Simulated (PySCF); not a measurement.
Compound: C2H8BN.
Atom-mapped SMILES: `[BH2:1][NH:2][CH2:3][CH3:4]` (hydrogens: H5, H6 on B1; H7 on N2; H8, H9 on C3; H10, H11, H12 on C4)

Torsions of this conformer, `[BH2:1][NH:2][CH2:3][CH3:4]`: B1–N2–C3–C4 118°.

The closed-shell ground state was solved at several levels (PySCF, density fitting, gas phase, non-relativistic). One conformer (not necessarily the lowest) at the GFN2-xTB geometry, without solvent, vibrations or thermal averaging.

```
         level  basis functions  HOMO (eV)  LUMO (eV)  gap (eV)  dipole (D)
PBE0/def2-SVPD              144      -7.88       0.34      8.22        2.11
 PBE0/pcSseg-1              108      -7.86       0.44      8.30        2.18
```

Question: What might B3LYP/pcJ-1 (188 basis functions) give for the same quantities?

Answer: HOMO -7.61 eV, LUMO 0.20 eV, gap 7.81 eV, dipole 2.19 D.

Question: Over all these levels, which gives the widest orbital gap and which the narrowest?

Answer: PBE0/pcSseg-1 (global hybrid, 25 % exact exchange) has the widest, 8.30 eV, and B3LYP/pcJ-1 (global hybrid, 20 % exact exchange) the narrowest, 7.81 eV. Functional and basis both differ between the two, so the spread mixes both effects.

Question: How far do the dipole and the HOMO energy spread over the levels?

Answer: The dipole runs from 2.11 to 2.19 D (mean 2.16 D) and the HOMO from -7.88 to -7.61 eV.
